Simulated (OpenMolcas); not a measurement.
A calculation on Si IV.

```
Program             : OpenMolcas 26.06
Method              : CASSCF
Basis               : ANO-RCC-VTZP [5s4p2d1f]
Scalar Hamiltonian  : DKH2, point nucleus
Active space        : 1 electron in 8 orbitals (3s 3p 4s 4p)
State averaging     : 2S+1 = 2 even, 1 root; 2S+1 = 2 odd, 3 roots
Spin-orbit coupling : RASSI with atomic mean-field integrals over the reference wave functions, term energies averaged over their components
```

(1) Which level of the active space comes out lowest?

(2) How high does 3p 2P* 1/2 lie?

(3) How high does 3p 2P* 3/2 lie?

Measured values: NIST levels in Kelleher and Podobedova, J. Phys. Chem. Ref. Data 37, 1285 (2008).

Answers

(1) 3s 2S 1/2, with 100 % of that term; it is also the measured ground level.

(2) 70649 cm-1 above the lowest level; measured 71288 cm-1 above the ground level, so the calculation is off by -1 %.

(3) 71022 cm-1 above the lowest level; measured 71749 cm-1 above the ground level, so the calculation is off by -1 %.

With one active electron outside closed inactive shells, the extra shells (4p 4s) add no correlation to the reference. With one active electron the reference holds no correlation, so core polarisation is missing. Computed and measured levels are paired by configuration, term and J; levels that our copy of the source lacks, or whose pairing is in doubt (as where it misses far off the trend of its configuration), stay unpaired and out of the deviations. Only configurations of the active space appear.

* marks odd parity.
